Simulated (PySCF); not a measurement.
**Excitation energy of S⁺ by level of theory**

S⁺ [Ne] 3s2 3p3 (4S) → S⁺ [Ne] 3s1 3p3 3d1 (6D), as a difference of total energies. Computed with PySCF 2.14 in aug-cc-pwCVDZ (6s5p3d, 36 functions), with the non-relativistic Hamiltonian (point nucleus). Correlated levels: valence and next inner shell: 1s2 frozen. The calculations carry no spin-orbit coupling.

| method | excitation energy (eV) |
| --- | --- |
| UHF | 18.756 |
| MP2 (valence and next inner shell) | 20.487 |
| SCS-MP2 (valence and next inner shell) | 20.682 |
| CCSD (valence and next inner shell) | 20.749 |
| CCSD(T) (valence and next inner shell) | 20.797 |

Question: How much does correlation contribute at CCSD(T) (valence and next inner shell)?

Answer: 20.797 − (18.756) = 2.041 eV, measured against UHF.

The promoted electron is Rydberg-like, and one or two diffuse shells describe it only roughly, which tends to raise the upper state.
